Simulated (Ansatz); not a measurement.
Program: Ansatz. Geometries: PBE0-D4/def2-TZVP. ΔE: electronic, gas phase. CCSD(T)/CBS is the MP2 limit (def2-TZVPP, def2-QZVPP) plus CCSD(T) − MP2 in def2-TZVPP, frozen cores. This one scheme is used for every species. DFT in def2-TZVPP. Each species was taken in one conformer, which may not be the lowest.

Consider the substitution at a C–C bond: `FCC(F)CC(F)F` + H–F → `FCC(F)F` + `FCCF`.

`FCC(F)CC(F)F`:

Cartesian coordinates in Å:
```
F 2.956 0.366 -0.484
C 1.847 -0.436 -0.360
C 0.612 0.401 -0.172
F 0.362 1.102 -1.345
C -0.599 -0.445 0.152
C -1.836 0.387 0.367
F -2.895 -0.428 0.607
F -1.678 1.176 1.463
H 1.988 -1.090 0.507
H 1.758 -1.044 -1.266
H 0.790 1.146 0.611
H -0.425 -1.023 1.064
H -0.794 -1.145 -0.666
H -2.085 1.033 -0.478
```

H–F:

Z-matrix (Å, degrees):
```
F
H 1 0.920
```

`FCC(F)F`:

Z-matrix (Å, degrees):
```
C
C 1 1.509
F 1 1.372 2 109.3
H 1 1.093 2 109.4 3 -119.5
H 1 1.093 2 109.5 3 119.8
F 2 1.356 1 108.3 3 173.8
F 2 1.352 1 110.4 3 -68.3
H 2 1.095 1 113.0 3 53.0
```

`FCCF`:

```xyz
8

F    -0.644    0.200    1.623
C    -0.629    0.324    0.251
C     0.630   -0.249   -0.324
F     0.630   -1.624   -0.234
H    -1.505   -0.197   -0.149
H    -0.692    1.388    0.000
H     0.707    0.028   -1.381
H     1.504    0.129    0.215
```

```json
{"level": "BLYP", "ΔE (kcal/mol)": "9.8"}
{"level": "r2SCANh", "ΔE (kcal/mol)": "14.9"}
{"level": "CAM-B3LYP", "ΔE (kcal/mol)": "12.5"}
{"level": "HF/def2-QZVPP", "ΔE (kcal/mol)": "10.0"}
```

**Question.** What does CCSD(T)/CBS give? (Estimate.)

**Answer.** The calculation gave: +18.2 kcal/mol. The listed levels differ from it by -8.4, -3.3, -5.7, -8.2 kcal/mol.

**Question.** What do rigid-rotor, harmonic-oscillator terms from PBE0-D4/def2-TZVP frequencies (298.15 K, 1 bar) make of the CCSD(T)/CBS value? (Estimate.)

**Answer.** Ansatz gave: ΔZPE = +1.4 kcal/mol, ΔH = +18.8 kcal/mol, ΔS = 25 J/(mol·K), ΔG = +17.0 kcal/mol.

Largest T1 diagnostic among the species: 0.011.

In def2-TZVPP, CCSD(T) changes the Hartree–Fock value by +7.3 kcal/mol (the triples alone add +0.8 kcal/mol) and MP2 by +9.5 kcal/mol. From BLYP to BHLYP (50 % exact exchange), in def2-TZVPP and without D4, ΔE moves by +2.4 kcal/mol. Leaving LDA and LC-ωPBE aside and taking each functional with its dispersion term where it has one, the values, not all of them listed here, spread over 4.1 kcal/mol, from BLYP-D4 to PBE-QIDH. LDA lies +4.0 kcal/mol from PBE without D4.
